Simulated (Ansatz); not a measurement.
One change: `[OH][SnH2][OH]` becomes `[OH][GeH2][OH]`.

Ansatz, PBE0-D4/def2-TZVP geometries, multiplicity 1. Each molecule was computed in one conformer, which needn't be the lowest.

Elements past krypton have def2 core potentials. Scalar relativity is left out up to krypton.

```csv
property,`[OH][SnH2][OH]`
HOMO–LUMO gap (PBE/def2-TZVPP) / eV,5.50
HOMO energy (B3LYP/def2-TZVPP) / eV,-8.24
LUMO energy (PBE0/def2-TZVPP) / eV,-0.40
HOMO energy (ωB97M-V/def2-TZVPP) / eV,-10.94
HOMO–LUMO gap (ωB97M-V/def2-TZVPP) / eV,12.12
HOMO–LUMO gap (PBE0/def2-TZVPP) / eV,8.10
```

(1) What does the change do to each property? (Estimate.)

## Answers

(1) The calculation gave: 
| property | `[OH][GeH2][OH]` | shift |
| --- | --- | --- |
| HOMO–LUMO gap (PBE/def2-TZVPP) / eV | 6.45 | 0.95 |
| HOMO energy (B3LYP/def2-TZVPP) / eV | -8.48 | -0.24 |
| LUMO energy (PBE0/def2-TZVPP) / eV | 0.28 | 0.68 |
| HOMO energy (ωB97M-V/def2-TZVPP) / eV | -11.12 | -0.18 |
| HOMO–LUMO gap (ωB97M-V/def2-TZVPP) / eV | 12.99 | 0.87 |
| HOMO–LUMO gap (PBE0/def2-TZVPP) / eV | 9.02 | 0.92 |

With PBE0 the HOMO falls by 0.24 eV and the LUMO rises by 0.68 eV, so the gap widens by about 0.92 eV. PBE moves the HOMO by -0.22 eV and ωB97M-V by -0.18 eV.

B3LYP here is the variant with VWN-RPA as its local correlation; programs differ in this.
